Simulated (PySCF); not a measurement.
All numbers come from PBE0 in PySCF with Ce def2-SVP with ECP28, O def2-SVP, H def2-SVP; scalar-relativistic core potentials, no spin–orbit coupling; density-fitted integrals. Open shells, if any, are unrestricted.

Q: What shape and geometry does isolated singlet H₂CeO take (every ligand bound to Ce)?

A: Formally Ce is in oxidation state +4, with 0 electrons left for the f, d and s shells; the Mulliken f population is 0.90. The lowest minimum found is a singlet of Cs symmetry with Ce–H 2.030 Å (×2), Ce–O 1.754 Å; H–Ce–H 106.8°, H–Ce–O 111.4° (×2). Its harmonic wavenumbers are 208 (a'), 275 (a''), 462 (a'), 916 (a'), 1357 (a''), 1424 (a') cm⁻¹ and its dipole moment is 4.63 D.

Stability towards spin polarisation was not tested. Other isomers or separated fragments may lie lower.
